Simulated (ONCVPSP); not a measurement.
**Pseudopotential generation for Ne: ONCV, LDA (Perdew-Zunger), scalar-relativistic.**

ONCVPSP 4.0.1 was run on this input:

```
# ATOM AND REFERENCE CONFIGURATION
# atsym  z   nc   nv     iexc    psfile
  Ne 10.00    1    2        3      upf
#
#   n    l    f
    1    0    2.00
    2    0    2.00
    2    1    6.00
#
# PSEUDOPOTENTIAL AND OPTIMIZATION
# lmax
    1
#
#   l,   rc,      ep,       ncon, nbas, qcut
    0    0.75    0.00    3    6   10.60
    1    1.45    0.00    3    6    7.90
#
# LOCAL POTENTIAL
# lloc, lpopt,  rc(5),   dvloc0
    4    5    0.50    0.00
#
# VANDERBILT-KLEINMAN-BYLANDER PROJECTORs
# l, nproj, debl
    0    1    3.20
    1    2    1.30
#
# MODEL CORE CHARGE
# icmod, fcfact, rcfact
    3    4.25    1.25
#
# LOG DERIVATIVE ANALYSIS
# epsh1, epsh2, depsh
   -3.00    5.00    0.02
#
# OUTPUT GRID
# rlmax, drl
    6.00    0.01
#
# TEST CONFIGURATIONS
# ncnf
    4
# nvcnf
#   n    l    f
    2
    2    0    2.00
    2    1    5.00
#
    2
    2    0    2.00
    2    1    4.00
#
    2
    2    0    2.00
    2    1    3.00
#
    2
    2    0    2.00
    2    1    5.50
#
```

Command:

```bash
oncvpsp.x < Ne.dat > Ne.out
```

Resulting log (shortened: citation, most of the input echo, consistency checks and plot data are left out):

```
ONCVPSP  (Optimized Norm-Conservinng Vanderbilt PSeudopotential)
scalar-relativistic version 4.0.1

#   n    l    f        energy (Ha)
    1    0    2.00    -3.0348113E+01
    2    0    2.00    -1.3270884E+00
    2    1    6.00    -4.9728944E-01

Reference configufation results
  iterations    22
  all-electron total energy (Ha)   -1.28372214D+02

Begin loop to  construct optimized pseudo wave functions
and semi-local pseudopoentials for all angular momenta

Calculating optimized projector #   1

 for l=   0

    Fraction of norm inside rc  0.415114
    Optimizing pswf for qcut=  10.58 a_B^-1,  ecut=  55.93 Ha
    Residual kinetic energy error=  5.19D-04 Ha

    Energy error per electron        Cutoff
         Ha          eV             Ha
         0.01000     0.27211       36.81
         0.00100     0.02721       51.43
         0.00010     0.00272      148.84

   Wellstate for l =  1  n =  3
     eigenvalue =   0.8027
     asymptotic potential =   1.3027
     half-point radius =  2.9372

Calculating optimized projector #   1

 for l=   1

    Fraction of norm inside rc  0.827322
    Optimizing pswf for qcut=   7.90 a_B^-1,  ecut=  31.19 Ha
    Residual kinetic energy error=  1.07D-04 Ha

    Energy error per electron        Cutoff
         Ha          eV             Ha
         0.01000     0.27211       22.28
         0.00100     0.02721       26.84
         0.00010     0.00272       31.78
         0.00001     0.00027       84.45

Calculating optimized projector #   2

 for l=   1

    Fraction of norm inside rc  0.129852
    Optimizing pswf for qcut=   7.90 a_B^-1,  ecut=  31.19 Ha
    Residual kinetic energy error=  1.82D-04 Ha

    Energy error per electron        Cutoff
         Ha          eV             Ha
         0.01000     0.27211       22.00
         0.00100     0.02721       27.58
         0.00010     0.00272       34.08
         0.00001     0.00027       68.55

Construct Vanderbilt / Kleinmman-Bylander projectors

B matrix Hermiticity error, ll=   1
   1   2    8.7139E-05

  Orthonormal projector coefficients -6.4887E+00 -2.7368E+00

Model core correction analysis
  based on d2Exc/dn_idn_j

d2excae - all-electron derivatives

   -5.393307D-02   -4.741235D-02
   -4.741325D-02   -4.653210D-02

d2excps - pseudofunction derivatives with no core correction

   -5.532554D-02   -4.964149D-02
   -4.964222D-02   -4.659770D-02

rms 2nd derivative error    1.723415E-03

rmatch, rhocmatch    0.3105   19.1189

Teter function model core charge with specified parameters

d2excps - pseudofunction derivatives with core correction

   -5.327718D-02   -4.873463D-02
   -4.873510D-02   -4.612820D-02

rms 2nd derivative error    1.011068E-03

Pseudoatom total energy  -33.532159

Diagnostic tests using Vanderbilt-Kleinman-Bylander pseudopotentials
  1 or more projectors used as specified by nproj input data

   l    rcore       rmatch      e in        delta e   norm test  slope test

   0   0.7525286   0.7753770  -1.3270884   0.0000373   1.0000064   1.0002795

   1   1.4531180   1.4972378  -0.4972894  -0.0000604   1.0000183   0.9999567
   1   1.4531180   1.4972378   0.8027106   0.0000031   1.0001665   1.0001665

 Testing for bound ghosts
   n   l    E NL Schr. Eq   E Basis Diag.   E Cutoff

   1   0       -1.327051       -1.280870    133.95

   2   1       -0.497350       -0.496053     73.20

 Testing for highly-localized positive-energy ghosts
       l    <radius>/rc     E Basis Diag.   E Cutoff

Test configuration 0

   n   l     f        eae           eps        diff
   1   0  2.0000  -30.34811335
   2   0  2.0000   -1.32708840   -1.32705107    3.73D-05
   2   1  6.0000   -0.49728944   -0.49734988   -6.04D-05

    Total energies and differences
      AE_ref= -1.28372214D+02  AE_tst= -1.28372214D+02  dif=  0.00D+00
      PS_ref= -3.35321592D+01  PS_tst= -3.35321592D+01  dif= -4.97D-14
      PSP excitation error=  4.97D-14

Test configuration 1

   n   l     f        eae           eps        diff
   1   0  2.0000  -31.17735767
   2   0  2.0000   -2.03185490   -2.03054239    1.31D-03
   2   1  5.0000   -1.19184112   -1.18056215    1.13D-02

    Total energies and differences
      AE_ref= -1.28372214D+02  AE_tst= -1.27539737D+02  dif=  8.32D-01
      PS_ref= -3.35321592D+01  PS_tst= -3.27039044D+01  dif=  8.28D-01
      PSP excitation error=  4.22D-03

Test configuration 2

   n   l     f        eae           eps        diff
   1   0  2.0000  -32.20626352
   2   0  2.0000   -2.85522225   -2.84239785    1.28D-02
   2   1  4.0000   -2.01886872   -1.97571775    4.32D-02

    Total energies and differences
      AE_ref= -1.28372214D+02  AE_tst= -1.25944739D+02  dif=  2.43D+00
      PS_ref= -3.35321592D+01  PS_tst= -3.11339328D+01  dif=  2.40D+00
      PSP excitation error=  2.92D-02

Test configuration 3

   n   l     f        eae           eps        diff
   1   0  2.0000  -33.41983238
   2   0  2.0000   -3.77917017   -3.73905634    4.01D-02
   2   1  3.0000   -2.96290157   -2.85887038    1.04D-01

    Total energies and differences
      AE_ref= -1.28372214D+02  AE_tst= -1.23463282D+02  dif=  4.91D+00
      PS_ref= -3.35321592D+01  PS_tst= -2.87232221D+01  dif=  4.81D+00
      PSP excitation error=  1.00D-01

Test configuration 4

   n   l     f        eae           eps        diff
   1   0  2.0000  -30.73633214
   2   0  2.0000   -1.66296451   -1.66317992   -2.15D-04
   2   1  5.5000   -0.82656124   -0.82292897    3.63D-03

    Total energies and differences
      AE_ref= -1.28372214D+02  AE_tst= -1.28042873D+02  dif=  3.29D-01
      PS_ref= -3.35321592D+01  PS_tst= -3.32035415D+01  dif=  3.29D-01
      PSP excitation error=  7.23D-04
```

The run took about 0.95 s on one core of a shared server CPU.
